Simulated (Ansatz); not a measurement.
Molecule: C$_{6}$H$_{13}$S, charge 0, multiplicity 2. It need not be the lowest isomer of its formula. SMILES: CCC[CH]CSC
Coordinates optimised at B3LYP-D3(BJ)/def2-TZVP (Ansatz, a first-principles code):
```xyz
20

C     -3.1649     1.3062    -0.6536
C     -2.1186     0.6968     0.2738
C     -1.3917    -0.4995    -0.3544
C     -0.3736    -1.1231     0.5333
C      0.9716    -1.5031     0.0835
S      2.2805    -0.2404     0.5012
C      1.7589     1.1346    -0.5567
H     -3.6715     2.1502    -0.1825
H     -2.7082     1.6663    -1.5787
H     -3.9252     0.5703    -0.9261
H     -1.3841     1.4563     0.5562
H     -2.5920     0.3730     1.2055
H     -0.9271    -0.1949    -1.2981
H     -2.1543    -1.2445    -0.6337
H     -0.5988    -1.2132     1.5900
H      1.0189    -1.6695    -0.9942
H      1.3419    -2.3980     0.5865
H      2.5047     1.9196    -0.4387
H      0.7886     1.5265    -0.2569
H      1.7294     0.8331    -1.6042
```
Charge 0, spin multiplicity 2.

Quantity: atomisation energy (electronic, to ground-state atoms), in kcal/mol. Cores are frozen in the correlated levels unless marked. UHF or UKS for open shells. Spin-orbit coupling is left out. Non-relativistic. The coupled-cluster limit lacks core correlation, which all-electron functionals hold. Basis-set limits of correlation are two-point, X^-3; Hartree-Fock from the larger set. The bracket is a focal-point correction in the basis named.

```
level                                                                 program  atomisation energy (kcal/mol)  minus last row
-------------------------------------------------------------  --------------  -----------------------------  --------------
PBE-D4/def2-TZVPD                                              Ansatz + dftd4                         1879.4            38.9
revPBE-D3(BJ)/def2-TZVPD                                       Ansatz + dftd3                         1836.1            -4.4
B97M-V/def2-TZVPD                                                      Ansatz                         1844.7             4.2
PBE0-D3(BJ)/def2-TZVP                                          Ansatz + dftd3                         1858.4            17.9
PBE0-D3(BJ)/def2-TZVPD                                         Ansatz + dftd3                         1858.8            18.3
PBE0/def2-QZVPP                                                        Ansatz                         1851.0            10.5
BHLYP/def2-TZVPD                                                       Ansatz                         1790.1           -50.4
r2SCAN0-D4/def2-TZVPD                                          Ansatz + dftd4                         1833.3            -7.2
r2SCAN0/def2-TZVPD                                                     Ansatz                         1830.0           -10.5
HSE06-D3(BJ)/def2-TZVPD                                        Ansatz + dftd3                         1858.3            17.8
B2PLYP/def2-TZVPD                                                      Ansatz                         1815.6           -24.9
MP2/cc-pV(T+d)Z                                                        Ansatz                         1813.7           -26.8
RI-MP2/cc-pV(Q+d)Z                                                     Ansatz                         1838.7            -1.8
SCS-MP2/6-31G                                                          Ansatz                         1586.6          -253.9
SCS-MP2/cc-pV(D+d)Z                                                    Ansatz                         1717.5          -123.0
CCSD/6-31G*                                                            Ansatz                         1670.2          -170.3
CCSD/cc-pV(T+d)Z                                                       Ansatz                         1775.4           -65.1
CCSD(T)/STO-3G                                                         Ansatz                         1932.9            92.4
CCSD(T)/6-31G*                                                         Ansatz                         1684.7          -155.8
CCSD(T)/cc-pV(T+d)Z                                                    Ansatz                         1798.5           -42.0
RI-MP2/CBS(cc-pV(T+d)Z,cc-pV(Q+d)Z)+[CCSD(T)-MP2]/cc-pV(T+d)Z          Ansatz                         1840.5             0.0
```
